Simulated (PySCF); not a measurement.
Job file and geometry (Å, from GFN2-xTB) of an NMR shielding run on SMILES C#C[P@H+]1CCc2ccccc21, [C10H10P]+, GIAO PBE0/pcSseg-1 NMR shielding, non-relativistic, gas phase in PySCF 2.14.0, density-fitted response routines; density fitting, a coarse starting grid and PySCF grid level 2 are the driver's defaults:

```
$ OMP_NUM_THREADS=1 python probes_run.py task.json out

{"job": {"kind": "nmr", "xc": "PBE0", "basis": "pcSseg-1"}, "charge": 1, "multiplicity": 1}
C     -2.891371     1.330982    -2.414706
C     -2.352761     1.059514    -1.373123
P     -1.539164     0.648409     0.107856
C     -1.800539    -1.072263     0.636786
C     -0.443686    -1.518820     1.219973
C      0.646881    -0.667341     0.632558
C      1.999456    -0.957027     0.676986
C      2.909842    -0.077717     0.108853
C      2.488700     1.095163    -0.504259
C      1.143121     1.412690    -0.553727
C      0.237993     0.526393     0.018172
H     -3.375211     1.571310    -3.320348
H     -1.977259     1.566902     1.044959
H     -2.624490    -1.180212     1.343171
H     -2.045787    -1.650490    -0.260629
H     -0.266610    -2.574592     1.011589
H     -0.437825    -1.402301     2.306911
H      2.341587    -1.864951     1.149546
H      3.962581    -0.311082     0.141311
H      3.213231     1.762169    -0.944004
H      0.802392     2.320206    -1.028347
```

Q: Write the output of this run.

A: 
```
coarse grid: 18688 points
cycle   1  E = -727.3321936084  dE =  2.319e+00  |g| = 5.039e-01  |ddm| = 4.696e+00
cycle   2  E = -727.2816631274  dE =  5.053e-02  |g| = 6.589e-01  |ddm| = 1.615e+00
cycle   3  E = -727.3912167580  dE = -1.096e-01  |g| = 1.996e-01  |ddm| = 9.763e-01
cycle   4  E = -727.4009305640  dE = -9.714e-03  |g| = 5.736e-02  |ddm| = 1.882e-01
cycle   5  E = -727.4016192631  dE = -6.887e-04  |g| = 2.138e-02  |ddm| = 5.304e-02
cycle   6  E = -727.4017291027  dE = -1.098e-04  |g| = 5.946e-03  |ddm| = 2.461e-02
cycle   7  E = -727.4017382050  dE = -9.102e-06  |g| = 1.311e-03  |ddm| = 7.107e-03
final grid: 177728 points
cycle   8  E = -727.4696714415  dE = -4.322e-05  |g| = 8.937e-03  |ddm| = 5.684e-02
cycle   9  E = -727.4696628933  dE =  8.548e-06  |g| = 1.070e-02  |ddm| = 2.369e-02
cycle  10  E = -727.4696921966  dE = -2.930e-05  |g| = 1.896e-03  |ddm| = 1.360e-02
cycle  11  E = -727.4696930663  dE = -8.697e-07  |g| = 5.350e-04  |ddm| = 1.879e-03
cycle  12  E = -727.4696931268  dE = -6.057e-08  |g| = 1.968e-04  |ddm| = 4.896e-04
cycle  13  E = -727.4696931359  dE = -9.109e-09  |g| = 6.712e-05  |ddm| = 2.438e-04
cycle  14  E = -727.4696931372  dE = -1.213e-09  |g| = 1.585e-05  |ddm| = 8.906e-05
cycle  15  E = -727.4696931372  dE = -6.162e-11  |g| = 3.940e-06  |ddm| = 1.916e-05
converged SCF energy = -727.4696931372

GIAO shielding tensors (ppm)
atom      isotropic    diamagn.    paramagn.     s11        s22        s33       span
  0 C       65.666     256.572    -190.906    -19.766    -11.293    228.055    247.821
  1 C      122.507     267.846    -145.339     37.303     38.100    292.120    254.817
  2 P      346.021     966.916    -620.895    253.932    361.488    422.644    168.712
  3 C      159.559     256.698     -97.139    129.713    168.634    180.330     50.617
  4 C      151.716     247.096     -95.380    122.466    157.772    174.909     52.443
  5 C       30.337     261.046    -230.709    -69.561      9.396    151.174    220.735
  6 C       52.093     248.052    -195.959    -50.319     32.384    174.215    224.534
  7 C       39.658     254.624    -214.967    -72.595     10.958    180.610    253.206
  8 C       48.046     254.293    -206.247    -60.571     23.198    181.511    242.082
  9 C       48.114     250.745    -202.631    -61.830     25.379    180.794    242.624
 10 C       70.419     268.453    -198.034    -22.938     94.528    139.667    162.605
 11 H       28.050      31.663      -3.613     23.031     23.592     37.527     14.496
 12 H       24.207      25.647      -1.440     20.491     21.781     30.347      9.856
 13 H       28.381      27.120       1.261     22.845     26.467     35.829     12.984
 14 H       28.462      29.916      -1.454     22.811     27.442     35.134     12.323
 15 H       27.748      29.467      -1.719     21.424     26.885     34.934     13.510
 16 H       27.984      28.730      -0.746     22.319     27.070     34.563     12.244
 17 H       23.512      30.644      -7.132     19.211     23.179     28.146      8.935
 18 H       23.153      28.122      -4.969     19.693     23.600     26.164      6.471
 19 H       23.373      28.898      -5.525     19.676     23.943     26.499      6.824
 20 H       23.325      31.307      -7.981     18.789     22.739     28.449      9.660
```

Q: Turn these shieldings into chemical shifts. Chemical shifts δ = σref − σ; ¹³C (σ = 186.93 ppm), ¹H (σ = 31.72 ppm) vs TMS; H3PO4 for ³¹P (σ = 318.38 ppm), all at this level.

A: Averaging equivalent atoms: C 5: 156.6; C 7: 147.3; C 8: 138.9; C 9: 138.8; C 6: 134.8; C 0: 121.3; C 10: 116.5; C 1: 64.4; C 4: 35.2; C 3: 27.4; P 2: -27.6; H 18: 8.56; H 20: 8.39; H 19: 8.34; H 17: 8.21; H 12: 7.51; H 15: 3.97; H 16: 3.73; H 11: 3.67; H 13: 3.34; H 14: 3.25 ppm. Experimental scales use liquid or dissolved standards, which lie at an offset from isolated H3PO4.

Size and cost of the density-fitted run: 244 basis functions, roughly 2.7 core-minutes.
